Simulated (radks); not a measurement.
Results of a calculation; reference values are marked as such.
Initial-state core-level shifts of the europium ion Eu+ when its valence configuration changes from [Xe] 4f7 6s1. Code: a radial shooting solver on a logarithmic mesh with Libxc functionals. Model: non-relativistic Kohn-Sham, PBE, spin-unpolarised, spherical densities, point nucleus; relativity is left out, which matters for an element this heavy. Shifts are changes of the shell-averaged eigenvalues in eV (positive: less bound); the change of the density at the nucleus, which sets a Mossbauer isomer shift, is in e/bohr^3, on a base of 1.779e+05.

| valence | 4s | 4p | 4d | 5s | density at nucleus |
|---|---|---|---|---|---|
| 4f6 5d1 6s1 | -7.972 | -7.871 | -7.625 | -3.478 | +9.34 |
| 4f6 6s2 | -10.840 | -10.743 | -10.508 | -6.213 | +20.63 |
| 4f8 | +8.552 | +8.491 | +8.341 | +5.467 | -14.22 |
| 4f7 5d1 | +2.267 | +2.273 | +2.288 | +2.317 | -8.09 |
| 4f7 6p1 | -1.060 | -1.060 | -1.061 | -1.071 | -7.09 |
| 4f6 5d1 6p1 | -8.992 | -8.891 | -8.644 | -4.491 | +1.41 |
| 4f5 5d3 | -13.935 | -13.703 | -13.149 | -4.188 | +9.98 |
| 4f6 6s1 6p1 | -11.843 | -11.746 | -11.510 | -7.198 | +12.07 |
| 4f5 5d1 6s2 | -19.820 | -19.593 | -19.052 | -9.721 | +32.44 |
